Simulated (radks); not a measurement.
The bromine ion Br2+, configuration [Ar] 3d9 4s2 4p3 4f1 (not the ground configuration).

Method: Dirac Kohn-Sham, PBE, spin-unpolarised, spherical densities, finite nucleus; open shells are shared between the two j in proportion to 2j + 1; Fermi nuclear charge, rms radius 4.1629 fm; computed with a radial shooting solver on a logarithmic mesh with Libxc functionals.

Energy parts (hartree):
total: -2601.73064
kinetic: 2668.16913
electron-nucleus: -6231.87695
Hartree: 1052.39950
exchange-correlation: -90.42232

Orbitals (lengths in bohr, moments of r in powers of bohr; <r^-3> diverges for s and p1/2):
orbital      occ.  eigenvalue (hartree)   <r^-3>       <r^4>  small-component weight
1s1/2           2             -491.1008        -  0.00001561                1.61e-02
2s1/2           2             -65.54843        -    0.003096                3.18e-03
2p1/2           2             -59.21259        -    0.002132                3.18e-03
2p3/2           4             -57.46718     1298    0.002305                3.10e-03
3s1/2           2             -10.46533        -      0.1858                7.82e-04
3p1/2           2              -8.25870        -      0.2100                7.32e-04
3p3/2           4              -8.00084    193.6      0.2252                7.12e-04
3d3/2         3.6              -4.17833    25.11      0.3256                6.00e-04
3d5/2         5.4              -4.13610    24.30      0.3335                5.94e-04
4s1/2           2              -1.91429        -       9.751                1.47e-04
4p1/2           1              -1.38145        -       16.25                1.18e-04
4p3/2           2              -1.35158    22.57       17.24                1.16e-04
4f5/2    0.428571              -0.23280  0.01971        1689                1.02e-05
4f7/2    0.571429              -0.23279  0.01969        1689                1.02e-05

The highest occupied level is 4f7/2 at -6.335 eV. Summed over all electrons, <r^2> = 54.69 bohr^2, which gives a Langevin (diamagnetic) susceptibility term of -43.3 x 10^-6 cm^3/mol.
